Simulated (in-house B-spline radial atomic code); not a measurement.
Configurations of the selenium ion Se⁵⁺, with energies counted from [Ar] 3d10 4s1. Computed with a radial B-spline atomic code at the basis-set limit: Dirac-Hartree-Fock, average of configuration, Fermi nucleus of rms radius 4.14 fm. Energies include first-order Breit, QED and recoil terms.

Occupations are held fixed; configurations that lie above the ionisation limit could autoionise.

| configuration | E - E(ref) (eV) | highest orbital | its <r> (bohr) |
| --- | --- | --- | --- |
| [Ar] 3d10 4p1 | 14.224 | 4p3/2 | 1.753 |
| [Ar] 3d9 4s2 | 51.378 | 4s1/2 | 1.524 |
| [Ar] 3d10 6s1 | 56.579 | 6s1/2 | 5.101 |
| [Ar] 3d10 6p1 | 59.132 | 6p3/2 | 5.559 |
| [Ar] 3d10 7p1 | 66.007 | 7p3/2 | 8.204 |
| [Ar] 3d10 8d1 | 71.521 | 8d5/2 | 12.84 |
| [Ar] 3d10 8f1 | 72.964 | 8f5/2 | 14.76 |
| [Ar] 3d9 4s1 5f1 | 114.61 | 5f5/2 | 5.019 |
| [Ar] 3d9 4s1 8f1 | 126.96 | 8f5/2 | 14.61 |
| [Ne] 3s2 3p5 3d10 4s1 7f1 | 236.61 | 7f5/2 | 10.91 |
| [Ne] 3s2 3p5 3d10 4s1 7g1 | 236.84 | 7g9/2 | 10.55 |

(1) Order these further configurations by energy, lowest first.
A. [Ar] 3d9 4s1 6g1
B. [Ar] 3d10 5d1
C. [Ar] 3d9 4s1 7g1
D. [Ne] 3s2 3p5 3d10 4s1 7d1
E. [Ar] 3d9 4s1 7p1

(2) How far above the reference does [Ar] 3d10 4d1 lie?

(3) How far above the reference does [Ne] 3s2 3p5 3d10 4s1 6g1 lie?

(4) How far above the reference does [Ar] 3d10 8s1 lie?

(5) One of these lies 99.13 eV from the reference. Which?
A. [Ar] 3d9 4s1 5g1
B. [Ar] 3d9 4s1 8g1
C. [Ne] 3s2 3p5 3d10 4s1 4f1
D. [Ar] 3d9 4s1 5p1

Results:

(1) B (53.981 eV), E (119.88 eV), A (121.15 eV), C (124.77 eV), D (234.31 eV).

(2) 34.484 eV; its least bound orbital is 4d5/2 with <r> = 2.209 bohr.

(3) 233.23 eV; its least bound orbital is 6g9/2 with <r> = 7.307 bohr.

(4) 69.169 eV; its least bound orbital is 8s1/2 with <r> = 10.62 bohr.

(5) D.
